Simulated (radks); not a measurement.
Results of a calculation; reference values are marked as such.
Task: These are the eigenvalues of the occupied orbitals of an atom or ion with whole-number occupations (eV). Code: a radial shooting solver on a logarithmic mesh with Libxc functionals. Model: non-relativistic Kohn-Sham, XLYP, spin-polarised, spherical densities, point nucleus.

| orbital | eigenvalue |
|---|---|
| 1s down | -5328.232 |
| 1s up | -5328.226 |
| 2s up | -595.1506 |
| 2s down | -594.1898 |
| 2p up | -502.0404 |
| 2p down | -501.3065 |
| 3s up | -69.7955 |
| 3s down | -67.0274 |
| 3p up | -44.5864 |
| 3p down | -41.8946 |
| 3d up | -6.0093 |
| 4s up | -4.7453 |
| 4s down | -4.2222 |

Which element is it, and in what charge state? The configuration may be excited. Open shells, if any, are filled with parallel spins first.

Result: Z = 23, vanadium, charge 0: V in [Ar] 3d3 4s2. The list shows which subshells hold electrons but not how many an open one holds; the 1s level, -195.81 hartree, gives Z - s = 19.8 by -(Z - s)^2/2, which with screening narrows Z to a few neighbours, and the depths of the outer levels then fix element, charge and occupations together.
